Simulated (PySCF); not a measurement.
Geometries of 2 isomers of FH6NSi2, from PBE0-D3(BJ)/def2-SVP geometry optimisation, gas phase in PySCF 2.14.0. One conformer each, no zero-point energy, no frequencies.

Task: Which isomer lies lower at this level?
A.
```xyz
10
angstrom
N      1.634   -0.826   -0.171
Si     0.646    0.573   -0.166
F      0.906    1.564    1.113
Si    -1.582   -0.128   -0.051
H      2.608   -0.784   -0.448
H      1.460   -1.600    0.459
H      0.998    1.377   -1.369
H     -1.991   -0.740   -1.353
H     -1.716   -1.167    1.021
H     -2.509    1.001    0.265
```
B.
```xyz
10
angstrom
N     -1.660    0.278   -0.523
Si    -0.530   -0.476    0.562
Si     1.582    0.177   -0.221
F      2.769   -0.298    0.796
H     -2.592   -0.113   -0.610
H     -1.699    1.290   -0.578
H     -0.669   -0.138    2.021
H     -0.711   -1.954    0.432
H      1.659    1.666   -0.344
H      1.859   -0.426   -1.559
```

Result: A. That is `N[Si@H](F)[SiH3]`, 9.2 kcal/mol below the other.

| SMILES | atoms numbered as above | E (Eh) | relative (kcal/mol) | relative (kJ/mol) | dipole (D) |
| --- | --- | --- | --- | --- | --- |
| N[Si@H](F)[SiH3] | [NH2:1][Si@H:2]([F:3])[SiH3:4] | -736.56148 | 0.0 | 0.0 | 2.05 |
| N[SiH2][SiH2]F | [NH2:1][SiH2:2][SiH2:3][F:4] | -736.54681 | 9.2 | 38.5 | 2.87 |
